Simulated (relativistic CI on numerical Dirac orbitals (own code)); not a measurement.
# Radial parameters of Pm LX

Calculated at this level of theory: Dirac-Coulomb-Breit CI, orbitals from a KLI potential per configuration, model QED, unscaled Slater integrals (own radial code, finite nucleus).

Slater integrals F^k, G^k are unscaled and averaged over j, outside the closed core (none); ζ comes from projecting the Hamiltonian with its Breit term on Σ l·s of the shell.

- 1s.2s: G^0(1s,2s) = 354190 cm⁻¹; <r>(1s) = 0.02291, <r^2>(1s) = 0.0007136, <r>(2s) = 0.09201, <r^2>(2s) = 0.009995 (bohr units).
- 1s.2p: G^1(1s,2p) = 650110, ζ(2p) = 3.6254e+06 cm⁻¹; <r>(1s) = 0.02291, <r^2>(1s) = 0.0007136, <r>(2p) = 0.07957, <r^2>(2p) = 0.007671 (bohr units).
- 1s.3s: G^0(1s,3s) = 92243 cm⁻¹; <r>(1s) = 0.0229, <r^2>(1s) = 0.0007124, <r>(3s) = 0.2114, <r^2>(3s) = 0.05106 (bohr units).

Averages of the first 10 configurations, taken without configuration mixing, which lowers the lowest level and can move excited configurations by several eV; other configurations of the list can lie among them:

```csv
Configuration,Parity,States,Average energy above the lowest level (eV)
1s2,even,1,0.2
1s.2s,even,4,38984.3
1s.2p,odd,12,39502.1
1s.3s,even,4,46384.7
1s.3p,odd,12,46537.0
1s.3d,even,20,46645.6
1s.4s,even,4,48938.6
1s.4p,odd,12,49002.4
1s.4d,even,20,49048.1
1s.4f,odd,28,49065.5
```
